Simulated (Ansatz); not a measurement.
A made-up structure of CH₄SeSi, singlet:

```xyz
7
angstrom
C -0.6963 -0.5142 -0.3605
Si 0.6901 0.3672 0.4658
Se -0.3388 1.2347 -1.3060
H -0.4937 -1.3686 -0.9976
H 1.4395 0.3043 1.6703
H 0.4545 0.9740 1.7939
H 2.0627 -0.1598 0.3049
```

It is relaxed with PBE-D4/def2-SVP and then PBE0-D4/def2-TZVP (Ansatz 0.2.0). Atoms count as bonded within 1.22 times the sum of their covalent radii (H–H: 0.88 Å). The end point is not checked to be a true minimum.

Does its bonding change? (Judge from chemistry; the calculation decides.)

Computed: Yes. Formed: none; broken: Si2–Se3.

Where it ends: The first stage lowers the energy by 5.32 eV in 26 steps. It ends as CH₄SeSi ([SiH3][CH][Se]):
```xyz
7
angstrom
C -0.1812 -0.2032 -0.5735
Si 0.9634 0.2676 0.8293
Se -1.3557 0.8860 -1.2880
H -0.1205 -1.2152 -0.9781
H 0.7242 -0.6554 1.9728
H 0.7166 1.6714 1.2280
H 2.3712 0.0865 0.3804
```

Labels in which every atom is bracketed show which atoms are joined, not bond orders.

For scale, one of the runs: PBE0-D4/def2-TZVP relaxation, 140 basis functions, launched by `ansatz run in.yaml --threads 2 --pin off --events-out ev --progress --plain --max-ram 4352MiB`. The run took about 35 s on 2 CPU threads of an Intel Xeon Platinum 8259CL (shared host).
